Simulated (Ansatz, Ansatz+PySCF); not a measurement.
```tsv
atom	x (Å)	y (Å)	z (Å)
C	0.0000	0.0000	0.0000
H	1.0903	0.0000	0.0000
H	-0.5452	0.9443	0.0000
H	-0.5452	-0.9443	0.0000
C	30.0000	0.0000	0.0000
H	29.8967	-0.9660	-0.4950
H	30.2784	0.8817	-0.5779
H	29.8250	0.0843	1.0729
```

Basis set: cc-pVDZ (spherical functions). Correlated methods keep 2 orbitals frozen. Charge 0, multiplicity 1.

Computed with Ansatz (development build ahead of 0.2.0); each method stands on the lowest determinant of its kind that the runs found. Restricted functionals stand beside restricted open-shell atoms, which can lie above the unrestricted atoms usual in DFT and then raise those values.

The atomization energy at this shape (free ground-state atoms in the same class of orbitals less the molecule, no zero-point energy) of singlet C₂H₆ in separate pieces:

| method | atomization energy |
| --- | --- |
| ωB97X (unrestricted) | 26.09 eV |
| r²SCAN (unrestricted) | 26.54 eV |
| PBE0 (unrestricted) | 26.30 eV |
| PBE (unrestricted) | 26.41 eV |
| PBE (restricted) | 25.18 eV |
| PBE0 (restricted) | 23.69 eV |
| ωB97X (restricted) | 21.43 eV |
| UHF-CCSD(T) | 24.93 eV |
| UHF-MP2 | 24.73 eV |
| UHF | 20.64 eV |
| RHF | 13.91 eV |

**Question.** What does r²SCAN (restricted) give?

**Answer.** 24.67 eV. Caution for ωB97X (unrestricted), r²SCAN (unrestricted), PBE0 (unrestricted), r²SCAN (restricted), PBE (unrestricted), PBE (restricted), PBE0 (restricted), ωB97X (restricted): charge can spread falsely over distant fragments. Caution for ωB97X (unrestricted), PBE0 (unrestricted), UHF-CCSD(T), UHF-MP2, UHF: the unrestricted determinant is a mixture of spin states. Caution for r²SCAN (unrestricted), PBE (unrestricted): the unrestricted determinant is spin contaminated. Caution for r²SCAN (restricted), PBE (restricted), PBE0 (restricted), ωB97X (restricted), RHF: an unrestricted determinant lies well below. Caution for UHF-CCSD(T), UHF-MP2: bonds are stretched, where a single reference can fail. Caution for UHF-CCSD(T): the program doubts this total.
